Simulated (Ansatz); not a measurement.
Geometry optimisation, DFT PBE, scalar-relativistic, plane waves, PAW (Ansatz 0.2.0).

Input file:

```yaml
crystal:
  lattice:
    - [0.0, 5.43, 5.43]
    - [5.43, 0.0, 5.43]
    - [5.43, 5.43, 0.0]
  atoms:
    - { symbol: Si, position: [0.0, 0.0, 0.0] }
    - { symbol: Si, position: [0.125, 0.125, 0.125] }
    - { symbol: Si, position: [0.0, 0.0, 0.5] }
    - { symbol: Si, position: [0.125, 0.125, 0.625] }
    - { symbol: Si, position: [0.0, 0.5, 0.0] }
    - { symbol: Si, position: [0.125, 0.625, 0.125] }
    - { symbol: Si, position: [0.0, 0.5, 0.5] }
    - { symbol: Si, position: [0.125, 0.625, 0.625] }
    - { symbol: Si, position: [0.5, 0.0, 0.0] }
    - { symbol: Si, position: [0.625, 0.125, 0.125] }
    - { symbol: Si, position: [0.5, 0.0, 0.5] }
    - { symbol: Si, position: [0.625, 0.125, 0.625] }
    - { symbol: Si, position: [0.5, 0.5, 0.0] }
    - { symbol: Si, position: [0.625, 0.625, 0.125] }
    - { symbol: Si, position: [0.5, 0.5, 0.5] }
    - { symbol: Si, position: [0.625, 0.625, 0.625] }
    - { symbol: Ge, position: [0.8113542, 0.3070202, 0.8231006] }
basis:
  ecutwfc: 420.0
kpoints:
  mp_grid: { grid: [2, 2, 2] }
hamiltonian:
  xc: pbe
  pseudopotentials: { kind: paw, azcp: { folder: soft_1 } }
scf:
  occupations: { method: gaussian, width: 0.05 }
  lower_state_search: "off"
relax:
  f_tol: 0.03
  max_steps: 60
  adjacent_minimum: "off"
output:
  write_density: true
  write_potential: true
  elf: true
  volumetric_format: npy
```

Launched with:

```bash
$ ansatz run input.yaml --threads 1 --pin off --max-ram 3072MiB --backend cpu --events-out ev --progress --plain --runs-dir out
```

Question: Where does it end, and by what steps?

Answer: It converged. Limits of this set-up: coarse k mesh. After 5 steps the energy has fallen by 1.627 eV; Si5 moved furthest, 0.47 Å.

```csv
step,energy less start (eV),largest force component (eV/Å),accepted
0,0.0000,3.533,yes
1,-1.2201,1.354,yes
2,-1.5859,0.175,yes
3,-1.6164,0.125,yes
4,-1.6261,0.036,yes
5,-1.6268,0.027,yes
```

```xyz
17
Lattice="0.0000 5.4300 5.4300 5.4300 0.0000 5.4300 5.4300 5.4300 0.0000" Properties=species:S:1:pos:R:3
Si -0.123 0.141 -0.125
Si 1.274 1.388 1.271
Si 2.693 2.804 0.085
Si 3.947 4.196 1.478
Si 2.443 -0.272 2.442
Si 3.820 1.107 3.816
Si 5.308 2.594 2.844
Si 6.700 3.987 4.099
Si 0.086 2.802 2.690
Si 1.480 4.196 3.939
Si 2.964 5.680 2.959
Si 4.337 7.052 4.336
Si 2.853 2.593 5.305
Si 4.102 3.989 6.700
Si 5.519 5.409 5.516
Si 6.910 6.666 6.907
Ge 6.123 8.843 6.111
```

Whether the end is a true minimum wasn't checked by a vibrational analysis.

Time of the run: 39 s on 1 thread of Arm Neoverse V2 (shared host), peak memory 0.58 GiB.
